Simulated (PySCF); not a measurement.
# MS for M along group 3

r²SCAN with triple-zeta basis sets in PySCF, for the lowest determinant that a PBE0 search found; no spin–orbit coupling. De refers to high-spin ground-configuration atoms. A positive dipole means M(−)S(+).

```tsv
M	basis	state (unpaired electrons)	Re (Å)	ωe (cm⁻¹)	De (eV)	μ (D)
Sc	def2-TZVPP	doublet (σ ↑)	2.130	577	5.39	-5.19
Y	x2c-TZVPPall	doublet (σ ↑)	2.272	497	5.64	-6.10
La	def2-TZVPP	doublet (σ ↑)	2.404	452	5.69	-6.01
```

The shortest bond is that of ScS (2.130 Å), the longest that of LaS (2.404 Å).

The rows differ in basis set, which adds steps of its own.

Down a group the atoms grow and get heavier, so bonds lengthen and wavenumbers fall; this series shows no clear exception.

The metal atom is held in its measured ground configuration; semilocal functionals can put another filling of s and d lower by some tenths of an eV, and De to that atom would be smaller. Spin–orbit coupling is left out, which matters for elements this heavy, above all for dissociation energies. With d or f electrons several states lie close, and the lowest PBE0 determinant need not be the measured ground state.
